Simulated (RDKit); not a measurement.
RDKit input (UFF):

```python
from rdkit import Chem
from rdkit.Chem import AllChem, rdDetermineBonds

mol = Chem.MolFromXYZFile('mol.xyz')
rdDetermineBonds.DetermineBonds(mol, charge=-1)
print('SMILES', Chem.MolToSmiles(Chem.RemoveHs(mol)))
ff = AllChem.UFFGetMoleculeForceField(mol)
e0 = ff.CalcEnergy()
flag = ff.Minimize(maxIts=5000, forceTol=1e-5)
print(f'energy {e0:.4f} -> {ff.CalcEnergy():.4f} kcal/mol, converged: {flag == 0}')
print(Chem.MolToXYZBlock(mol))
```
mol.xyz:
```
8

Br     1.48281200     0.27214200     0.11492200
C     -0.40540900    -0.01641600    -0.03416900
C     -1.40059300     0.89345500    -0.16308900
C     -2.59021500     0.09244100    -0.22766700
C     -2.30234600    -1.26131900    -0.13867700
O     -0.85419200    -1.27752600    -0.01307400
H     -1.27898800     1.96488400    -0.20339700
H     -3.59453800     0.48140400    -0.33268100
```

Output:

```
SMILES Brc1cc[c-]o1
energy 50.7375 -> 32.1114 kcal/mol, converged: True
8

Br     1.457778    0.291972    0.111811
C     -0.405788   -0.083576   -0.030994
C     -1.404213    0.851977   -0.161503
C     -2.574105    0.129060   -0.228014
C     -2.227909   -1.206608   -0.134722
O     -0.920334   -1.289917   -0.018045
H     -1.295255    1.927474   -0.203200
H     -3.573643    0.528684   -0.333164
```

The dipole moment of an ion depends on the origin.

The geometry given is a B3LYP-D3(BJ)/def2-TZVP minimum.
